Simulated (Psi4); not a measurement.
C2H6GeIN (SMILES C[N](C)[Ge][I]), singlet, at a GFN2-xTB geometry (core potentials on I); PBE0/def2-TZVPPD run with Psi4 1.11.

The Psi4 input:
```
memory 2 GB

molecule {
0 1
Ge   -0.43390156   -0.40747491    1.07121859
I     0.67227760    1.34159051   -0.45230534
N    -0.72529342   -1.78588789   -0.08746510
C    -1.35618837   -2.95506527    0.48970706
C    -0.46266955   -1.98524178   -1.49398992
H    -2.30872935   -3.16895437   -0.00651459
H    -0.71381192   -3.83590461    0.38581586
H    -1.54871696   -2.79043246    1.55225294
H     0.19978741   -2.84466932   -1.64422187
H    -1.39468875   -2.17790361   -2.03644377
H     0.01049818   -1.10417793   -1.91974766
}

set {
  basis def2-tzvppd
}

energy('pbe0')
print_variables()
```

The log (banner, timings and long lists left out):

```
   => Loading Basis Set <=

    Name: DEF2-TZVPPD
    Role: ORBITAL
    Keyword: BASIS

    !!!  WARNING: ECP capability is in beta. Please check occupations closely.  !!!

         ---------------------------------------------------------
                                   SCF
               by Justin Turney, Rob Parrish, Andy Simmonett
                          and Daniel G. A. Smith
                              RKS Reference
         ---------------------------------------------------------

  ==> Geometry <==

    Molecular point group: c1
    Full point group: C1

    Geometry (in Angstrom), charge = 0, multiplicity = 1:

       Center              X                  Y                   Z               Mass
    ------------   -----------------  -----------------  -----------------  -----------------
         GE          -0.497024152400    -0.569984201404     1.051566058544    73.921177761000
         I            0.609155007600     1.179081218596    -0.471957871456   126.904471900000
         N           -0.788416012400    -1.948397181404    -0.107117631456    14.003074004430
         C           -1.419310962400    -3.117574561404     0.470054528544    12.000000000000
         C           -0.525792142400    -2.147751071404    -1.513642451456    12.000000000000
         H           -2.371851942400    -3.331463661404    -0.026167121456     1.007825032230
         H           -0.776934512400    -3.998413901404     0.366163328544     1.007825032230
         H           -1.611839552400    -2.952941751404     1.532600408544     1.007825032230
         H            0.136664817600    -3.007178611404    -1.663874401456     1.007825032230
         H           -1.457811342400    -2.340412901404    -2.056096301456     1.007825032230
         H           -0.052624412400    -1.266687221404    -1.939400191456     1.007825032230

  Running in c1 symmetry.

  Rotational constants: A =      0.12194  B =      0.02768  C =      0.02275 [cm^-1]
  Rotational constants: A =   3655.61968  B =    829.70314  C =    682.00184 [MHz]
  Nuclear repulsion =  490.393909448575585

  Charge       = 0
  Multiplicity = 1
  Electrons    = 82
  Nalpha       = 41
  Nbeta        = 41

  ==> Algorithm <==

  SCF Algorithm Type is DF.
  DIIS enabled.
  MOM disabled.
  Fractional occupation disabled.
  Guess Type is SAD.
  Energy threshold   = 1.00e-06
  Density threshold  = 1.00e-06
  Integral threshold = 1.00e-12

  ==> Primary Basis <==

  Basis Set: DEF2-TZVPPD
    Blend: DEF2-TZVPPD
[...]
   @DF-RKS iter   5: -2508.97688558776099   -8.22104e-02   2.80759e-04 DIIS/ADIIS
   @DF-RKS iter   6: -2508.97994631655820   -3.06073e-03   9.42975e-05 DIIS
   @DF-RKS iter   7: -2508.98031168161469   -3.65365e-04   1.45139e-05 DIIS
   @DF-RKS iter   8: -2508.98031799121463   -6.30960e-06   8.89469e-06 DIIS
   @DF-RKS iter   9: -2508.98032278554956   -4.79433e-06   1.41857e-06 DIIS
   @DF-RKS iter  10: -2508.98032287257820   -8.70286e-08   4.81404e-07 DIIS
  Energy and wave function converged.

  ==> Post-Iterations <==

   Electrons on quadrature grid:
      Ntotal   =   82.0000593879 ; deviation = 5.939e-05

    Orbital Energies [Eh]
    ---------------------

    Doubly Occupied:

[...]
    Virtual:

[...]
    Final Occupation by Irrep:
              A
    DOCC [    41 ]
    NA   [    41 ]
    NB   [    41 ]

  @DF-RKS Final Energy: -2508.98032287257820

   => Energetics <=

    Nuclear Repulsion Energy =            490.3939094485755845
    One-Electron Energy =               -4571.7624934777413728
    Two-Electron Energy =                1663.8877076716032661
    DFT Exchange-Correlation Energy =     -91.4994465150154923
    Empirical Dispersion Energy =           0.0000000000000000
    VV10 Nonlocal Energy =                  0.0000000000000000
    Total Energy =                      -2508.9803228725781992

Computation Completed

Properties will be evaluated at   0.000000,   0.000000,   0.000000 [a0]

Properties computed using the SCF density matrix

 Multipole Moments:

 ------------------------------------------------------------------------------------
     Multipole            Electronic (a.u.)      Nuclear  (a.u.)        Total (a.u.)
 ------------------------------------------------------------------------------------

 L = 1.  Multiply by 2.5417464519 to convert [e a0] to [Debye]
 Dipole X            :         44.8498271          -45.3530970           -0.5032699
 Dipole Y            :         94.9828929          -96.1687221           -1.1858292
 Dipole Z            :        -20.8571822           20.8872220            0.0300398
 Magnitude           :                                                    1.2885549

 ------------------------------------------------------------------------------------

  Variable Map:
  ----------------------------------------------------------------------------
[...]
  Array Variable Map:
  ----------------------------------------------------------------------------
[...]
[...]
```
